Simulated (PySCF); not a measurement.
## Calculated data, BH4Si

Computed with PySCF 2.14.0. Calculation on a computer-drawn molecule: vertical ionisation energy to the stated ion spin, frozen-core CCSD(T) at the basis limit and cheaper methods, single-reference cases, UHF for radicals, no spin-orbit; all values are single points at the evaluated structure, the first of each entry, which is the reference or a displaced copy of it and isn't optimised; the reference structure only sets the zero of the energies above reference; triples share is (T) over the correlation energy.

Common to all runs: charge 0; multiplicity 2; ion multiplicity 1; diffuse functions no; basis cc-pV(n+d)Z; reference is the Hartree-Fock double-zeta minimum; best is HF at quadruple zeta + MP2 correlation extrapolated from triple and quadruple zeta + CCSD(T) minus MP2 at triple zeta; basis step is the size of the change from the same recipe one zeta lower.

(1) BH4Si

Evaluated structure:
```xyz
6
BH4Si
B      0.3923     1.4804    -0.7467
Si    -0.5131     1.4155    -2.3962
H      1.0781     2.4734    -0.5658
H      0.3915     0.2234     0.4718
H     -0.5518     2.4379    -3.5365
H     -1.4132     0.2203    -2.8744
```

Reference structure:
```xyz
6
BH4Si
B      0.4462     1.5611    -0.7666
Si    -0.5326     1.3831    -2.4426
H      1.0906     2.5478    -0.5507
H      0.4040     0.6841     0.0484
H     -0.5437     2.4050    -3.5076
H     -1.3536     0.2101    -2.8014
```

The calculation gives: ionisation energy best 8.757 eV; ionisation energy basis step 0.02293 eV; energy above reference best 42.19 kcal/mol; energy above reference basis step 0.2539 kcal/mol; total energy HF triple zeta -315.8234 hartree; total energy CCSD(T) triple zeta -316.0931 hartree; total energy best -316.1223 hartree; T1 diagnostic at triple zeta 0.01929; D1 diagnostic at triple zeta 0.05915; spin squared at triple zeta 0.7724; ion T1 diagnostic at triple zeta 0.01245; ion D1 diagnostic at triple zeta 0.02898; triples share at triple zeta 0.03605; basis functions triple zeta 125; dipole magnitude HF at triple zeta 1.768 debye; dipole magnitude CCSD unrelaxed at triple zeta 1.638 debye; dipole magnitude PBE at triple zeta 1.684 debye; dipole magnitude r2SCAN at triple zeta 1.703 debye; dipole magnitude B3LYP at triple zeta 1.738 debye; dipole magnitude wB97X at triple zeta 1.776 debye.

Drawn bonds:
```csv
atom,other atom,order
1,2,1
1,3,1
1,4,1
2,5,1
2,6,1
```

Triple zeta:
```csv
method,ionisation energy (eV),energy above reference (kcal/mol)
HF,8.064,47.49
PBE,8.985,38.8
r2SCAN,9.097,41.63
B3LYP,8.866,42.48
wB97X,8.716,43.43
MP2,8.648,45.2
CCSD,8.638,42.83
CCSD(T),8.712,42
```

(2) BH4Si

Evaluated structure:
```xyz
6
BH4Si
B      0.4201     1.5491    -0.7643
Si    -0.5022     1.3735    -2.4409
H      1.1385     2.5386    -0.5588
H      0.4332     0.6829     0.0801
H     -0.5156     2.4151    -3.5205
H     -1.3334     0.1831    -2.8190
```

Reference structure:
```xyz
6
BH4Si
B      0.4462     1.5611    -0.7666
Si    -0.5326     1.3831    -2.4426
H      1.0906     2.5478    -0.5507
H      0.4040     0.6841     0.0484
H     -0.5437     2.4050    -3.5076
H     -1.3536     0.2101    -2.8014
```

The calculation gives: ionisation energy best 8.512 eV; ionisation energy basis step 0.02469 eV; energy above reference best 1.094 kcal/mol; energy above reference basis step 0.08198 kcal/mol; total energy HF triple zeta -315.8966 hartree; total energy CCSD(T) triple zeta -316.1583 hartree; total energy best -316.1878 hartree; T1 diagnostic at triple zeta 0.01598; D1 diagnostic at triple zeta 0.05008; spin squared at triple zeta 0.7641; ion T1 diagnostic at triple zeta 0.009305; ion D1 diagnostic at triple zeta 0.01712; triples share at triple zeta 0.03245; basis functions triple zeta 125; dipole magnitude HF at triple zeta 0.857 debye; dipole magnitude CCSD unrelaxed at triple zeta 1.072 debye; dipole magnitude PBE at triple zeta 1.183 debye; dipole magnitude r2SCAN at triple zeta 1.101 debye; dipole magnitude B3LYP at triple zeta 1.144 debye; dipole magnitude wB97X at triple zeta 1.079 debye.

Drawn bonds:
```csv
atom,other atom,order
1,2,1
1,3,1
1,4,1
2,5,1
2,6,1
```

Triple zeta:
```csv
method,ionisation energy (eV),energy above reference (kcal/mol)
HF,7.768,1.521
PBE,8.762,0.5328
r2SCAN,8.85,0.8706
B3LYP,8.625,1.087
wB97X,8.451,0.9327
MP2,8.393,1.266
CCSD,8.395,1.139
CCSD(T),8.467,1.081
```

(3) BH4Si

Evaluated structure:
```xyz
6
BH4Si
B      0.4275     1.5627    -0.7988
Si    -0.5440     1.3805    -2.3812
H      1.1444     2.3932    -0.6381
H      0.4832     0.6139     0.0015
H     -0.5474     2.4478    -3.4884
H     -1.3118     0.2306    -2.8401
```

Reference structure:
```xyz
6
BH4Si
B      0.4462     1.5611    -0.7666
Si    -0.5326     1.3831    -2.4426
H      1.0906     2.5478    -0.5507
H      0.4040     0.6841     0.0484
H     -0.5437     2.4050    -3.5076
H     -1.3536     0.2101    -2.8014
```

It finds ionisation energy best 8.616 eV; ionisation energy basis step 0.02499 eV; energy above reference best 5.192 kcal/mol; energy above reference basis step 0.07725 kcal/mol; total energy HF triple zeta -315.8894 hartree; total energy CCSD(T) triple zeta -316.1515 hartree; total energy best -316.1813 hartree; T1 diagnostic at triple zeta 0.01524; D1 diagnostic at triple zeta 0.04525; spin squared at triple zeta 0.7635; ion T1 diagnostic at triple zeta 0.00926; ion D1 diagnostic at triple zeta 0.01759; triples share at triple zeta 0.03198; basis functions triple zeta 125; dipole magnitude HF at triple zeta 0.8442 debye; dipole magnitude CCSD unrelaxed at triple zeta 1.029 debye; dipole magnitude PBE at triple zeta 1.1 debye; dipole magnitude r2SCAN at triple zeta 1.031 debye; dipole magnitude B3LYP at triple zeta 1.072 debye; dipole magnitude wB97X at triple zeta 1.038 debye.

Drawn bonds:
```csv
atom,other atom,order
1,2,1
1,3,1
1,4,1
2,5,1
2,6,1
```

Triple zeta:
```csv
method,ionisation energy (eV),energy above reference (kcal/mol)
HF,7.868,6.05
PBE,8.87,5.013
r2SCAN,8.955,4.911
B3LYP,8.733,4.884
wB97X,8.56,4.924
MP2,8.502,5.241
CCSD,8.499,5.382
CCSD(T),8.571,5.393
```
